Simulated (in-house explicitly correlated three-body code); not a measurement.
Computed with an exponentially correlated three-body code. Model: two electrons around a point charge, non-relativistic, variational in 260 exponentially correlated functions (energies converged to about 1e-7 hartree, or 1e-8 relative for large Z).

Command:
```bash
python run_hyl.py task.json out
```
Settings (lengths in bohr, energies in hartree):
```
Z                      2.5
nuclear_mass           5
interaction_strength   1
functions              260
states_tried           13
```

Time taken, with all properties: 33 s on 1 thread of Intel(R) Xeon(R) Platinum 8375C CPU @ 2.90GHz (Ice Lake), on a shared host.

**Those bound S and P states to n = 4 that converged, binding against the one-electron ion.**

Given: nuclear charge 2.5; mass of the centre 5 electron masses.

Computed: one-electron threshold -2.60416667 hartree.

| term | energy (hartree) | binding (eV) |
| --- | --- | --- |
| 1 1S | -4.02254859 | 38.596 |
| 2 3S | -2.90626703 | 8.2206 |
| 2 3P | -2.88786368 | 7.7198 |
| 2 1S | -2.86931056 | 7.2149 |
| 2 1P | -2.82575464 | 6.0297 |
| 3 3S | ? | ? |
| 3 3P | -2.72232776 | 3.2153 |
| 3 1S | ? | ? |
| 4 3S | -2.67107284 | 1.8206 |
| 4 1S | -2.66717742 | 1.7146 |

(1) What belongs in the row 3 3S?

(2) What belongs in the row 3 1S?

**Converged states only, values per electron or pair.**

```csv
term,mean r (bohr),mean r squared (bohr²),mean inverse r (1/bohr),mean r12 (bohr),mean inverse r12 (1/bohr),mean cosine,mean p1 dot p2 (bohr⁻²),delta r1 (bohr⁻³),delta r12 (bohr⁻³)
1 1S,0.85078,0.99052,1.8237,1.2512,1.0732,0.00726,-0.030969,2.1964,0.15724
2 3S,2.2493,8.6664,1.2239,3.8551,0.30692,0.013225,-0.017127,1.5147,-
2 3P,1.9636,6.6346,1.2301,3.3249,0.37497,-0.036739,-0.24523,1.4017,-
2 1S,2.4966,10.983,1.2099,4.3373,0.31107,0.001927,-0.060978,1.501,0.018111
2 1P,?,?,?,?,?,?,?,?,?
3 3S,4.9303,47.793,1.1191,9.1702,0.14013,0.0075666,-0.017711,1.4592,-
3 3P,?,?,?,?,?,?,?,?,-
3 1S,5.3111,56.02,1.1153,9.9288,0.14043,0.0043313,-0.028196,1.4566,0.0052443
4 3S,8.779,159.83,1.0843,16.853,0.079472,0.0048234,-0.012158,1.4471,-
4 1S,9.293,179.88,1.0828,17.88,0.079432,0.0034529,-0.016193,1.4463,0.0021788
```

(3) What belongs in the row 2 1P?

(4) What belongs in the row 3 3P?

Answers

(1) energy (hartree): -2.72768103; binding (eV): 3.361.

(2) energy (hartree): -2.71797109; binding (eV): 3.0968.

(3) mean r (bohr): 2.5318; mean r squared (bohr²): 11.499; mean inverse r (1/bohr): 1.1866; mean r12 (bohr): 4.3927; mean inverse r12 (1/bohr): 0.2817; mean cosine: 0.019992; mean p1 dot p2 (bohr⁻²): 0.014499; delta r1 (bohr⁻³): 1.4516; delta r12 (bohr⁻³): 0.00099624.

(4) mean r (bohr): 4.7501; mean r squared (bohr²): 44.789; mean inverse r (1/bohr): 1.1197; mean r12 (bohr): 8.8179; mean inverse r12 (1/bohr): 0.15388; mean cosine: -0.0029172; mean p1 dot p2 (bohr⁻²): -0.067135; delta r1 (bohr⁻³): 1.4324.
